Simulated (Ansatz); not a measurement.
## Abstraction of F: NOF + InHF → NO + InHF2

Species: NOF (nitrosyl fluoride) `O=NF`, singlet; InHF `[F][InH]`, doublet; NO (nitric oxide), doublet; InHF2 `[F][InH][F]`, singlet. A radical takes F: the energy is the difference in strength between the N–F bond broken and the In–F bond made.

Shapes, held fixed at every level: PBE0-D4/def2-TZVP. Programs: Ansatz 0.2.0. The zero-point and thermal change to 298 K, harmonic and unscaled (PBE0-D4/def2-TZVP), is +2.8 kJ/mol.

```tsv
level	kind	ΔH(298 K) (kJ/mol)	less CCSD(T)/def2-TZVPP
HF/def2-SVP	Hartree–Fock	-295.2	-78.8
PBE-D4/def2-TZVPP	GGA	-149.4	+67.0
r2SCAN-D4/def2-TZVPP	meta-GGA	-176.6	+39.8
BHLYP-D4/def2-TZVPP	global hybrid	-237.0	-20.6
PBE0-D4/def2-TZVPP	global hybrid	-191.2	+25.2
CCSD/def2-TZVPP	coupled cluster or CI	-232.3	-15.9
CCSD(T)/def2-TZVPP	coupled cluster or CI	-216.4	0.0
```

The highest level, CCSD(T)/def2-TZVPP, gives ΔH(298 K) = -216.4 kJ/mol; the levels span -295.2 to -149.4. The column of differences is taken from that level and isn't an error. No measured value is set beside it here. Open shells run unrestricted unless RO is named. For atoms past krypton def2 sets carry core potentials with scalar relativity. Correlated rows may include outer-core shells of In, which these sets cover unevenly.
